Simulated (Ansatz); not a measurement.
Geometry optimisation, RKS PBE/6-31G in Ansatz 0.2.0.

Input:

```yaml
crystal:
  periodic: [false, false, false]
  atoms:
    - { symbol: "N", position_ang: [-1.1178, 1.6388, -1.6002] }
    - { symbol: Al, position_ang: [-0.3373, 0.2748, -0.6235] }
    - { symbol: "N", position_ang: [-0.1517, -1.621, -0.6812] }
    - { symbol: C, position_ang: [0.6882, -1.883, 0.3946] }
    - { symbol: Si, position_ang: [0.8078, -0.1461, 1.0225] }
    - { symbol: H, position_ang: [-0.9963, 2.5822, -1.0817] }
    - { symbol: H, position_ang: [-2.1678, 1.5063, -1.5782] }
    - { symbol: H, position_ang: [1.0375, -2.8061, 0.7961] }
    - { symbol: H, position_ang: [0.12, 0.0743, 2.3659] }
    - { symbol: H, position_ang: [-0.31225, 1.78609, -0.91841] }
basis:
  gaussian: { orbitals: "6-31G" }
hamiltonian:
  xc: pbe
relax:
  f_tol: 0.02
  max_steps: 50
```

Command:

```bash
$ ansatz run input.yaml --threads 1 --pin off --max-ram 2048MiB --backend cpu --events-out ev --progress --plain --runs-dir out
```

**Question.** Where does it end, and by what steps?

**Answer.** It converged. Limits of this set-up: no polarisation functions. After 26 steps the energy has fallen by 8.332 eV; H8 moved furthest, 1.55 Å. Parted: Al2–H10. Joined: Al2–C4.

```csv
step,energy less start (eV),largest force component (eV/Å),accepted
0,0.0000,6.434,yes
1,-2.5140,3.393,yes
2,-4.4213,2.644,yes
3,-5.4754,2.119,yes
4,-6.2502,1.852,yes
5,-6.8472,1.461,yes
6,-7.2645,1.818,yes
7,-7.4973,1.842,yes
8,-7.8080,0.883,yes
9,-7.9994,0.567,yes
10,-8.1149,0.258,yes
11,-8.1819,0.422,yes
12,-8.2066,0.658,yes
13,-8.2663,0.842,yes
14,-8.2962,0.491,yes
15,-8.3165,0.117,yes
16,-8.3223,0.114,yes
17,-8.3226,0.096,yes
18,-8.3259,0.090,yes
19,-8.3262,0.190,yes
20,-8.3268,0.133,yes
21,-8.3290,0.121,yes
22,-8.3303,0.044,yes
23,-8.3310,0.040,yes
24,-8.3313,0.071,yes
25,-8.3315,0.035,yes
26,-8.3317,0.008,yes
```

```xyz
10
Properties=species:S:1:pos:R:3
N -1.038 1.375 -1.054
Al 0.835 0.350 -0.986
N -0.133 -1.406 -1.104
C 0.151 -1.404 0.168
Si 1.617 -0.399 1.296
H -1.009 2.309 -1.478
H -1.674 0.751 -1.570
H -0.345 -2.105 0.878
H 0.507 0.490 2.018
H -1.340 1.445 -0.072
```

The run took 62 s on 1 thread of Intel(R) Xeon(R) 6975P-C (Granite Rapids), on a shared host, peak memory 0.24 GiB.
